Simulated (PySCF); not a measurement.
**Ionisation energy of Xe by level of theory**

Xe [Xe] (1S) → Xe⁺ [Kr] 4d10 5s2 5p5 (2P), as a difference of total energies. Calculation: PySCF 2.14, in def2-SVP with the def2 core potential (28 electrons) (6s5p3d2f, 50 functions); a scalar-relativistic core potential. Correlated levels: valence: 4s2 4p6 4d10 frozen. The calculations carry no spin-orbit coupling.

Task: Order these methods by the ionisation energy they give, lowest first.
A. MP2 (valence)
B. CCSD (valence)
C. M06-L
D. SCS-MP2 (valence)

Result: C (12.072 eV), B (12.163 eV), D (12.187 eV), A (12.259 eV).

Errors of the correlated levels include the incompleteness of this basis and the frozen core.

For comparison: 12.565 eV (measured; NIST levels, between the centres of gravity of the two terms).
